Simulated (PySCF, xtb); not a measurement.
BBr3, SMILES BrB(Br)Br (connectivity only; charge and spin as stated), charge -1, multiplicity 2.

Geometry: B3LYP-D3(BJ)/def2-SVPD. The spin state was assumed, not searched. The isomer is the one that the SMILES or the coordinates give; other isomers of the formula were not compared.

These are C-PCM-PBE0/def2-SVPD (PySCF) values and carry that method's errors.

The values are the electrostatic part of the solvation free energy, E(continuum) − E(gas) at the gas-phase geometry, in a cavity of scaled van der Waals radii (PySCF's table); cavitation and dispersion terms are not included.

Estimate the values in water (ε = 78.36), chloroform (ε = 4.71), ethylethanoate (ε = 5.99). (Estimate from the structure and the level; the computed values follow.)


```json
[
 {"solvent": "water", "ε": "78.36", "ΔG(elec) (kcal/mol)": "-47.7"},
 {"solvent": "chloroform", "ε": "4.71", "ΔG(elec) (kcal/mol)": "-37.9"},
 {"solvent": "ethylethanoate", "ε": "5.99", "ΔG(elec) (kcal/mol)": "-40.1"}
]
```

For comparison, GFN2-xTB/ALPB(water) (xtb, at the GFN2-xTB geometry, all terms of that model) gives -52.8 kcal/mol.
